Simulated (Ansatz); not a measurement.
`FC(F)(F)C[O][Hf]([F])([F])[F]` + ethylmethylamine → `CC[N](C)[Hf]([F])([F])[F]` + `OCC(F)(F)F`  (ligand exchange at the Hf–O bond)

Isolated molecules relaxed with PBE0-D4/def2-TZVP in Ansatz; ΔE leaves out vibrations. CCSD(T)/CBS adds triple-zeta CCSD(T) − MP2 to the extrapolated MP2 energy (def2 sets, frozen cores). Functionals use def2-TZVPP. B3LYP here is the variant with VWN-RPA as its local correlation; programs differ in this. HSE06 is defined as in plane-wave codes. def2 core potentials past Kr. For Hf outer-core shells are correlated without core-valence functions, which leaves a few kJ/mol of doubt a bond. Each species was taken in one conformer, which may not be the lowest.

(1) Is it downhill or uphill in electronic energy at CCSD(T)/CBS, and by how much? (Best estimate.)

(2) What do these levels give: BLYP-D4, HSE06-D4, CAM-B3LYP-D4, ωB97X-V, PBE-QIDH, revPBE, r2SCAN, B3LYP, BHLYP, HF/def2-SVP, CCSD(T)/def2-SVP, CCSD(T)/def2-TZVPP? (Best estimate.)

Largest T1 diagnostic among the species: 0.015.

Results:

(1) Computed: Uphill: ΔE = +0.70 eV.

(2) The calculation gave: BLYP-D4 0.73, HSE06-D4 0.70, CAM-B3LYP-D4 0.80, ωB97X-V 0.76, PBE-QIDH 0.72, revPBE 0.74, r2SCAN 0.73, B3LYP 0.81, BHLYP 0.85, HF/def2-SVP 0.99, CCSD(T)/def2-SVP 0.79, CCSD(T)/def2-TZVPP 0.69 eV.

At CCSD(T), def2-SVP lies +0.08 eV from the extrapolated value and def2-TZVPP −0.01 eV. In def2-TZVPP, CCSD(T) changes the Hartree–Fock value by −0.27 eV (the triples alone add −0.04 eV) and MP2 by −0.30 eV. Leaving LDA and LC-ωPBE aside and taking each functional with its dispersion term where it has one, the values, not all of them listed here, spread over 0.13 eV, from PBE-D4 to CAM-B3LYP-D4. LDA lies −0.06 eV from PBE without D4.
